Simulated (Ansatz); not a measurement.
Relaxation of Be₃ with UKS r2SCAN/def2-TZVP.

```sh
$ ansatz run in.yaml --threads 4 --pin off --events-out ev --progress --plain --max-ram 3916MiB
```

```yaml
crystal:
  periodic: [false, false, false]
  atoms:
    - {symbol: Be, position_ang: [1.009253, 0.601623, 0.487842]}
    - {symbol: Be, position_ang: [0.131001, -1.165836, -0.492090]}
    - {symbol: Be, position_ang: [-1.140254, 0.564213, 0.004248]}
basis:
  gaussian: {orbitals: def2-TZVP}
magnetization: {spin_polarized: true, initial_magnetization: 4}
hamiltonian: {xc: r2scan}
scf: {omitted_lower_state_checks: [starts]}
output: {orbitals: {seedname: orbitals}}
relax: {f_tol: 0.02, max_steps: 100}
```

It took 2.5 s on 4 threads of Arm Neoverse V2 on a shared host.

Positions (Å) and forces (eV/Å) at steps 1, 2, 3 of 3:

```xyz
3
step=1 energy=-1196.9798 eV
Be    1.009    0.602    0.488   -1.061   -0.632   -0.513
Be    0.131   -1.166   -0.492   -0.138    1.225    0.517
Be   -1.140    0.564    0.004    1.198   -0.593   -0.004
3
step=2 energy=-1197.2283 eV
Be    0.907    0.540    0.438    0.241    0.144    0.117
Be    0.118   -1.047   -0.442    0.031   -0.279   -0.118
Be   -1.024    0.507    0.004   -0.272    0.135    0.001
3
step=3 energy=-1197.2358 eV
Be    0.920    0.548    0.445    0.003    0.002    0.001
Be    0.119   -1.062   -0.448    0.000   -0.003   -0.001
Be   -1.039    0.514    0.004   -0.003    0.001    0.000
```

At r2SCAN/def2-TZVP a singlet of charge 0 lies 0.42 eV below the quintet, each at its own geometry. That singlet is doubtful there (restricted singlet, unstable towards broken spin symmetry). The structure comes from a short search, and lower isomers may exist.
